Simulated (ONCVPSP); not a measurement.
Which change was made? (Se, ONCV)

- Element: Se (Z = 34)
- Generator: ONCVPSP 4.0.1
- Type: optimised norm-conserving Vanderbilt (ONCV)
- Functional: PBEsol
- Relativity: scalar-relativistic
- Frozen core: [Ne]
- Valence charge: 24
- Reference configuration: 3s2 3p6 3d10 4s2 4p2 (charge +2)
- Partial waves: 3s+4s: rc 1.10 bohr, ncon 3, nbas 7, qcut 10.6 1/bohr, 2 projectors; 3p+4p: rc 1.00 bohr, ncon 4, nbas 7, qcut 13.6 1/bohr, 2 projectors; 3d: rc 0.90 bohr, ncon 4, nbas 8, qcut 17.5 1/bohr, 1 projector; f scattering state at 0.33 Ha: rc 1.00 bohr, ncon 4, nbas 7, qcut 11.5 1/bohr, 3 projectors, debl 1.4 Ha
- Local potential: polynomial inside 0.60 bohr (lpopt 3, dvloc0 6 Ha)
- Core correction: Teter function, fcfact 2.5, rcfact 1.75

Cutoffs, loose and tight: the cutoffs (Ha) at which the residual kinetic energy of the hardest occupied pseudo-wave falls to 1 and 0.1 mHa per electron. They do not see the model core or the augmentation charge, which bear on the density cutoff. Test errors are all-electron minus pseudo excitation energies from the reference, over the configurations 3s2 3p6 3d10 4s2 4p4; 3s2 3p6 3d10 4s2 4p3; 3s2 3p6 3d10 4s2 4p1; 3s2 3p6 3d9 4s2 4p4; variants that change the core or the reference have their own tests.

The base gives: outcome: generated; cutoff, loose: 127 Ha; cutoff, tight: 139 Ha; bound ghosts: f; GHOST(+) flags above zero: f; largest test error (meV): +82.

(1) After one change the result is: outcome: generated; cutoff, loose: 134 Ha; cutoff, tight: 149 Ha; bound ghosts: f; GHOST(+) flags above zero: f; largest test error (meV): +63. Which change was it?
A. all radii but the core radius scaled by about 1.31 (s 1.44, p 1.32, d 1.18, f 1.32 bohr); local potential polynomial inside 0.78 bohr (lpopt 3, dvloc0 6 Ha)
B. all radii but the core radius scaled by about 1.18 (s 1.30, p 1.18, d 1.06, f 1.18 bohr); local potential polynomial inside 0.70 bohr (lpopt 3, dvloc0 6 Ha)
C. all radii but the core radius scaled by about 0.93 (s 1.02, p 0.94, d 0.84, f 0.94 bohr); local potential polynomial inside 0.56 bohr (lpopt 3, dvloc0 6 Ha)
D. all radii but the core radius scaled by about 0.78 (s 0.84, p 0.78, d 0.70, f 0.78 bohr); local potential polynomial inside 0.46 bohr (lpopt 3, dvloc0 6 Ha)
E. all radii but the core radius scaled by about 1.06 (s 1.18, p 1.06, d 0.96, f 1.06 bohr); local potential polynomial inside 0.64 bohr (lpopt 3, dvloc0 6 Ha)

Answers

(1) C. The others give: all radii but the core radius scaled by about 0.78 (s 0.84, p 0.78, d 0.70, f 0.78 bohr); local potential polynomial inside 0.46 bohr (lpopt 3, dvloc0 6 Ha) → outcome: generated; cutoff, loose: 209 Ha; cutoff, tight: 476 Ha; bound ghosts: f; GHOST(+) flags above zero: s; largest test error (meV): +30 | all radii but the core radius scaled by about 1.06 (s 1.18, p 1.06, d 0.96, f 1.06 bohr); local potential polynomial inside 0.64 bohr (lpopt 3, dvloc0 6 Ha) → outcome: generated; cutoff, loose: 120 Ha; cutoff, tight: 133 Ha; bound ghosts: none; GHOST(+) flags above zero: f; largest test error (meV): +106 | all radii but the core radius scaled by about 1.18 (s 1.30, p 1.18, d 1.06, f 1.18 bohr); local potential polynomial inside 0.70 bohr (lpopt 3, dvloc0 6 Ha) → outcome: generated; cutoff, loose: 111 Ha; cutoff, tight: 124 Ha; bound ghosts: f; GHOST(+) flags above zero: none; largest test error (meV): +149 | all radii but the core radius scaled by about 1.31 (s 1.44, p 1.32, d 1.18, f 1.32 bohr); local potential polynomial inside 0.78 bohr (lpopt 3, dvloc0 6 Ha) → outcome: generated; cutoff, loose: 99 Ha; cutoff, tight: 112 Ha; bound ghosts: none; GHOST(+) flags above zero: none; largest test error (meV): +226.
